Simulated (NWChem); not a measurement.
# CH6GeTe; SMILES C[Te][GeH3]

Results from NWChem. Medium grid unless said otherwise, to which SCAN and Minnesota functionals are sensitive. Coordinates come from a PBE-D3(BJ)/def2-SVP optimisation. Not confirmed as a minimum by frequencies. def2 effective core potentials on Te; no spin-orbit coupling. Hybrids' shares of exact exchange are those that their runs print; pure functionals count as 0. The functionals differ in more than this share.

| row | share of exact exchange | orbital gap (eV) |
|---|---|---|
| PBE/def2-SVP | 0.00 | 3.41 |
| B97-D/def2-SVP | 0.00 | 3.42 |
| B3LYP/def2-SVP | 0.20 | withheld |
| MPW1K/def2-SVP | 0.43 | 6.60 |
| M06-2X/def2-SVP | 0.54 | 7.17 |
| Hartree-Fock/def2-SVP | 1.00 | 10.74 |

Problem. Fit a straight line of the last column on the one before it, predict the withheld value, and compare with the run.

Solution. 
1. Means of the 5 shown rows: x = 0.394, y = 6.268. Slope Σ(x − x̄)(y − ȳ)/Σ(x − x̄)² = 5.102/0.7003 = 7.285; intercept 3.398.
2. The shown rows scatter about the line by 0.084 (root mean square); the largest residual is -0.16, at M06-2X/def2-SVP.
3. At x = 0.20 (B3LYP/def2-SVP; inside the shown range) the line gives 4.86.
4. The run gives 4.82, -0.04 from the line, 0.5 times the scatter.
